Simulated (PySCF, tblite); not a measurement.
Isomers of C6H8SSi. Calculated harmonic vibrations of the isolated species, GFN2-xTB (tblite), most abundant isotopes, no scaling. Against measured fundamentals such values can be off by several per cent, at times by over 20. Modes of hydrogen on silicon and sulfur can be 10 to 20 % off. One conformer each.

Electronic energies: PBE0/pcSseg-1 single points on the GFN2-xTB geometries (PySCF, gas phase).

```
                 SMILES  electronic energy, lowest = 0 (kJ/mol)
        S[SiH2]c1ccccc1                                     0.0
c1csc([C@H]2C[SiH2]2)c1                                   218.3
   CC(=S)C1=CC=C[SiH2]1                                   202.3
```

How do GFN2-xTB zero-point energies change the relative energies?

| SMILES | ZPE (kJ/mol) | of it from modes above 1550 cm⁻¹ | electronic (kJ/mol) | with ZPE, lowest = 0 (kJ/mol) | lowest mode (cm⁻¹) | rings |
| --- | --- | --- | --- | --- | --- | --- |
| S[SiH2]c1ccccc1 | 297.2 | 153.2 | 0.0 | 0.0 | 25 | 1 |
| CC(=S)C1=CC=C[SiH2]1 | 298.8 | 146.3 | 202.3 | 203.9 | 51 | 1 |
| c1csc([C@H]2C[SiH2]2)c1 | 301.3 | 148.7 | 218.3 | 222.5 | 54 | 2 |

The zero-point energies span 4.1 kJ/mol, from `S[SiH2]c1ccccc1` to `c1csc([C@H]2C[SiH2]2)c1`. The order is unchanged.

And how do the electronic energies of GFN2-xTB itself compare?

`S[SiH2]c1ccccc1` 0.0; `CC(=S)C1=CC=C[SiH2]1` 200.3; `c1csc([C@H]2C[SiH2]2)c1` 192.5 kJ/mol, lowest = 0. Against the energies above, taken from the same isomer `S[SiH2]c1ccccc1`, the largest difference is 25.8 kJ/mol.

What do entropy and thermal enthalpy add at 298.15 K and 1 bar (rigid rotor, harmonic oscillator, one conformer each)?

| SMILES | point group | symmetry number | S (J/(mol K)) | H − H(0) (kJ/mol) | ZPE + H − H(0) − TS (kJ/mol) |
| --- | --- | --- | --- | --- | --- |
| S[SiH2]c1ccccc1 | C1 | 1 | 400.4 | 26.46 | 204.2 |
| CC(=S)C1=CC=C[SiH2]1 | Cs | 1 | 398.0 | 27.11 | 207.3 |
| c1csc([C@H]2C[SiH2]2)c1 | C1 | 1 | 379.3 | 24.71 | 212.9 |
